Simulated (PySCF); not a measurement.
Geometry:
```json
{"atom": "P1", "x (Å)": "3.882", "y (Å)": "-0.233", "z (Å)": "0.824"}
{"atom": "Si2", "x (Å)": "1.793", "y (Å)": "0.653", "z (Å)": "0.720"}
{"atom": "Si3", "x (Å)": "0.519", "y (Å)": "-0.652", "z (Å)": "-0.761"}
{"atom": "C4", "x (Å)": "-1.310", "y (Å)": "-0.313", "z (Å)": "-0.560"}
{"atom": "C5", "x (Å)": "-1.815", "y (Å)": "1.032", "z (Å)": "-0.094"}
{"atom": "C6", "x (Å)": "-1.930", "y (Å)": "-0.153", "z (Å)": "0.807"}
{"atom": "H7", "x (Å)": "4.185", "y (Å)": "0.096", "z (Å)": "-0.533"}
{"atom": "H8", "x (Å)": "4.487", "y (Å)": "0.954", "z (Å)": "1.341"}
{"atom": "H9", "x (Å)": "1.224", "y (Å)": "0.596", "z (Å)": "2.105"}
{"atom": "H10", "x (Å)": "1.794", "y (Å)": "2.090", "z (Å)": "0.293"}
{"atom": "H11", "x (Å)": "0.965", "y (Å)": "-0.335", "z (Å)": "-2.156"}
{"atom": "H12", "x (Å)": "0.830", "y (Å)": "-2.096", "z (Å)": "-0.508"}
{"atom": "H13", "x (Å)": "-1.942", "y (Å)": "-0.816", "z (Å)": "-1.302"}
{"atom": "H14", "x (Å)": "-1.083", "y (Å)": "1.807", "z (Å)": "0.158"}
{"atom": "H15", "x (Å)": "-2.724", "y (Å)": "1.422", "z (Å)": "-0.558"}
{"atom": "H16", "x (Å)": "-2.920", "y (Å)": "-0.589", "z (Å)": "0.965"}
{"atom": "H17", "x (Å)": "-1.279", "y (Å)": "-0.201", "z (Å)": "1.686"}
```

Geometry: PBE0-D3(BJ)/def2-SVP; GIAO absolute shieldings from PySCF 2.14.0 with density-fitted response routines, gas phase, non-relativistic, averaged over equivalent atoms.

At PBE0/pcSseg-1 (178 basis functions, 72 s wall time on 1 thread of an Intel Xeon, shared host):
```csv
atoms,σ (ppm)
P1,610.4
Si3,406.1
Si2,441.6
C5/C6,180.0
C4,193.7
H11/H12,27.06
H9/H10,27.46
H7/H8,29.57
H15/H16,30.57
H14/H17,31.00
H13,31.42
```

Predict the values at CAM-B3LYP/pcSseg-1 on the same geometry.

Results:


| atoms | σ at CAM-B3LYP/pcSseg-1 | change |
| --- | --- | --- |
| P1 | 596.6 | -13.8 |
| Si3 | 397.7 | -8.4 |
| Si2 | 430.5 | -11.1 |
| C5/C6 | 179.0 | -1.0 |
| C4 | 192.4 | -1.3 |
| H11/H12 | 27.26 | +0.20 |
| H9/H10 | 27.65 | +0.19 |
| H7/H8 | 29.75 | +0.18 |
| H15/H16 | 30.64 | +0.07 |
| H14/H17 | 31.07 | +0.07 |
| H13 | 31.53 | +0.11 |

The largest change is at P1 (phosphorus bonded to Si, 2 H). Cost: 178 basis functions, 48 s wall time on 1 thread of an Intel Xeon, shared host.
